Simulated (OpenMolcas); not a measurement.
Ru+.

```yaml
Program: OpenMolcas
Method: CASSCF
Basis: ANO-RCC-VQZP [8s7p5d3f2g1h]
Scalar_Hamiltonian: DKH2, point nucleus
Active_space: 7 electrons in 5 orbitals (4d)
State_averaging: 2S+1 = 4 even, 10 roots; 2S+1 = 2 even, 40 roots
Spin-orbit_coupling: state interaction with AMFI integrals over the reference wave functions, term energies averaged over their components
```

Levels without dynamic correlation, in cm⁻¹ above 4d⁷ ⁴F_9/2:

| Level | E |
| --- | --- |
| 4d⁷ ²G_9/2 | 13381 |
| 4d⁷ ⁴P_5/2 | 12989 |
| 4d⁷ ²H_11/2 | 17721 |
| 4d⁷ ²D_5/2(1) | 19327 |
| 4d⁷ ²F_5/2 | 29708 |

On this reference, MS-CASPT2, IPEA 0.25 Eh, imaginary shift 0.1 Eh (closed shells correlated: 4s 4p) puts 4d⁷ ²G_9/2 at 11010 cm⁻¹.

Task: Estimate the other levels at that method by one scale factor, and say how well it serves.

Result: The factor is 11010 / 13381 = 0.823. Scaled values beside those that MS-CASPT2 gives and measured ones (NIST Handbook of Basic Atomic Spectroscopic Data):
```json
{"Level": "4d⁷ ⁴P_5/2", "Scaled": "10690", "MS-CASPT2": "9640", "Miss (%)": "+10.9", "Measured": "8257"}
{"Level": "4d⁷ ²H_11/2", "Scaled": "14584", "MS-CASPT2": "15010", "Miss (%)": "-2.8", "Measured": ""}
{"Level": "4d⁷ ²D_5/2(1)", "Scaled": "15906", "MS-CASPT2": "15450", "Miss (%)": "+3.0", "Measured": ""}
{"Level": "4d⁷ ²F_5/2", "Scaled": "24450", "MS-CASPT2": "23050", "Miss (%)": "+6.1", "Measured": ""}
```
For these levels the scaled values miss MS-CASPT2 by up to 10.9 %, as correlation changes each term by its own factor, spin-orbit parts do not scale and CASPT2 has its own spread within terms. This holds within one configuration; levels of others move differently, and the target method has errors of its own against measurement.

CASPT2 does not keep the components of a term degenerate, so their means are used; among the terms shown or strongly mixed into the levels shown the widest spread is 970 cm-1 (4d⁷ ⁴F, MS-CASPT2). Configurations with an s electron lie low at this charge and mix in, so terms can be misplaced. Without dynamic correlation excited terms often stand tens of per cent too high (terms of higher spin than the ground term too low), and those without a measured partner can miss by more than the paired ones (holds for CASSCF). The CASPT2 spread within a term exceeds the gap to the next term for 4d⁷ ²H and 4d⁷ ²D(1), so the order of their levels is uncertain (holds for MS-CASPT2). Some terms miss by over 15 % even with CASPT2, which points to a basis or an active space too small for the shells correlated (holds for MS-CASPT2). Measured partners are found by configuration, term and J. A level has none where our copy of the source lacks it or the pairing is in doubt (some pairs that miss far off the trend of their configuration count as doubtful), and it then counts in no deviation. Only configurations of the active space appear.

A number in round brackets counts repeated terms of one configuration in the order of the reference energies.
